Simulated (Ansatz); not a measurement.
Input and output for `[SiH3][CH2][AlH][GaH2]`.

```yaml
crystal:
  periodic: [false, false, false]
  atoms:
    - {symbol: Si, position_ang: [-1.291676, 0.636816, 0.206809]}
    - {symbol: C, position_ang: [0.027193, 0.338730, 1.471892]}
    - {symbol: Al, position_ang: [1.645193, -0.118685, 0.428549]}
    - {symbol: Ga, position_ang: [0.740433, -0.998840, -1.738285]}
    - {symbol: H, position_ang: [-1.105970, 1.939949, -0.483532]}
    - {symbol: H, position_ang: [-2.704743, 0.518846, 0.658179]}
    - {symbol: H, position_ang: [-1.155618, -0.413739, -0.888527]}
    - {symbol: H, position_ang: [0.126893, 1.161731, 2.183823]}
    - {symbol: H, position_ang: [-0.231390, -0.563884, 2.044082]}
    - {symbol: H, position_ang: [3.100493, 0.116588, 1.031566]}
    - {symbol: H, position_ang: [0.256688, -2.497657, -1.873437]}
    - {symbol: H, position_ang: [0.592491, -0.119846, -3.041121]}
basis:
  gaussian: {orbitals: cc-pVDZ, point_charges: [{charge: 0.50, position_ang: [7.997, 0.715, 0.032]}]}
hamiltonian: {xc: {name: r2SCAN50}}
```

```sh
$ ansatz run in.yaml --threads 4 --pin off --events-out ev --progress --plain --max-ram 10444MiB
```

Output, abridged:

```
Functional definition: r2SCAN50
1161 factors; integrals over basis functions are off by at most 1.0e-3 eV
mean field evaluation 1: about -68010.6652 eV, gradient 3.5e1 eV
mean field evaluation 2: about -68011.0268 eV, gradient 3.2e1 eV
mean field evaluation 4: about -68013.8098 eV, gradient 3.8e-1 eV
mean field evaluation 8: about -68014.0128 eV, gradient 6.8e-2 eV
mean field evaluation 16: about -68014.0128 eV, gradient 3.9e-5 eV
mean field -68014.01279767 eV, -2499.4688687605 hartree, gradient 3.9e-5 eV, S^2 0.000000; 0 other end points of the search recorded, 0 dependent functions left out
reference -68014.01280722 eV, -2499.4688691118 hartree; 36, 36 occupied and 81, 81 virtual orbitals, 1161 factors
Total energy: -68014.01280722 eV, -2499.4688691118 hartree
```

Hardware: 4 threads of an Intel Xeon 6975P-C on a shared host. Wall time 1.9 s, peak host memory 0.32 GiB.
